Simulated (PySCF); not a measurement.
H$_{2}$BN, charge +1, doublet, geometry from GFN2-xTB (a state made from the parent by changing its charge; the spin is typed, not shown lowest), with bond 3-1 at 2.4 times its length. Base run: PySCF with CASSCF(5,6)/6-31G*.

The PySCF input:
```python
from pyscf import gto, scf, mcscf
import numpy

mol = gto.M(
    atom='''
B     0.69579269   -0.04383480    0.13476709
N    -0.54775562    0.00424365   -0.02559681
H     3.45161359    0.20534038   -0.45598499
H    -1.48872550    0.12948028   -0.38327818
''',
    basis='6-31g*',
    charge=1,
    spin=1,
    verbose=4,
)

mf = scf.ROHF(mol)
mf.kernel()
mc = mcscf.CASSCF(mf, 6, 5)
mc.fix_spin_(ss=0.75)
mc.kernel()
occ = numpy.linalg.eigvalsh(mc.fcisolver.make_rdm1(mc.ci, mc.ncas, mc.nelecas))[::-1]
ss = mc.fcisolver.spin_square(mc.ci, mc.ncas, mc.nelecas)[0]
print('natural occupations', occ.round(4), ' <S^2>', round(ss, 4))
```

Variants of this job, named by their change:

```tsv
change	ΔE vs base (mEh)	natural occupations	<S^2> of the state
base	0.000	1.96 1.42 0.99 0.58 0.04 0.01	0.75
active space = 5 electrons, 7 orbitals	-3.915	1.96 1.42 0.99 0.58 0.04 0.01 0.00	0.75
correction = SC-NEVPT2	-139.4	1.96 1.42 0.99 0.58 0.04 0.01	0.75
orbitals = fixed (CASCI)	48.871	1.98 1.48 0.99 0.52 0.02 0.01	0.75
active space = 3 electrons, 5 orbitals	28.922	1.42 1.00 0.58 0.00 0.00	0.75
fix_spin_ = off	-1.227	1.96 1.41 0.99 0.59 0.04 0.01	0.75
solver = newton	0.000	1.96 1.42 0.99 0.58 0.04 0.01	0.75
conv_tol = 1e-5	0.000	1.96 1.42 0.99 0.58 0.04 0.01	0.75
orbitals = fixed (CASCI); correction = SC-NEVPT2	-134.9	1.98 1.48 0.99 0.52 0.02 0.01	0.75
active space = 5 electrons, 4 orbitals	32.124	2.00 1.41 1.00 0.59	0.75
active space = 9 electrons, 8 orbitals	-14.292	2.00 1.99 1.96 1.42 1.00 0.58 0.04 0.01	0.75
```

Active orbitals are taken around the Fermi level unless the row says otherwise; CASSCF can end in different local minima, and two programs can end on different orbitals. State-averaged rows give the lowest state.

Open shells are given as the SCF converged; they aren't shown to be the lowest states, and a large step between rows can be another state.
